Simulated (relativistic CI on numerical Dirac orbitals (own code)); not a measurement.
Pd5+: M2,3 absorption edge

Computed with this model: Dirac-Coulomb-Breit CI, orbitals from a KLI potential per configuration, a model potential for QED, multiplet model of core-to-valence dipole absorption, unscaled Slater integrals; configurations [Kr] 4d5 → [Ne] 3s2 3p5 3d10 4s2 4p6 4d6; 300 K; Lorentzian 2 eV and Gaussian 0.4 eV FWHM. Energies are those of the free ion, without screening or charge transfer. The branching ratio is the share of the lower-energy edge in the whole absorption, uncertain by about 0.02 where the edges overlap. S is read from ⟨S²⟩ = S(S + 1).

Field parameters in Wybourne normalisation: Oh B⁴₀ = 21Dq, B⁴₄ = √(5/14) B⁴₀. The field is a parameter set, without covalency.

Computed curve for Oh, 10Dq = 19250 cm⁻¹, scaled to 100 at the maximum (points under 2 are left out and the grid is thinned):

```
Energy (eV)  Intensity
     534.25        2.1
     534.75        2.3
     535.25        2.6
     535.75        3.0
     536.25        3.4
     536.75        3.9
     537.50        5.0
     538.00        6.0
     538.50        7.3
     539.00        9.1
     539.50       11.7
     540.00       15.6
     540.50       21.8
     541.00       32.3
     541.50       50.2
     542.00       76.1
     542.50       97.1
     543.00       98.0
     543.75       84.5
     544.25       83.0
     544.75       83.3
     545.25       74.3
     545.75       57.5
     546.25       41.5
     546.75       29.3
     547.25       20.9
     547.75       15.1
     548.25       11.3
     548.75        8.8
     549.25        7.1
     550.00        5.3
     550.50        4.5
     551.00        3.8
     551.50        3.3
     552.00        2.9
     552.50        2.6
     553.00        2.3
     553.50        2.1
     567.00        2.1
     567.50        2.5
     568.00        3.1
     568.50        3.9
     569.25        6.2
     569.75        9.0
     570.25       13.8
     570.75       21.1
     571.25       27.3
     571.75       27.5
     572.25       23.7
     572.75       21.2
     573.25       22.1
     573.75       23.5
     574.25       20.9
     574.75       15.1
     575.50        8.2
     576.00        5.7
     576.50        4.1
     577.00        3.2
     577.50        2.5
     578.00        2.1
```

The ground state has S = 2.48, and the centroid lies at 549.98 eV.
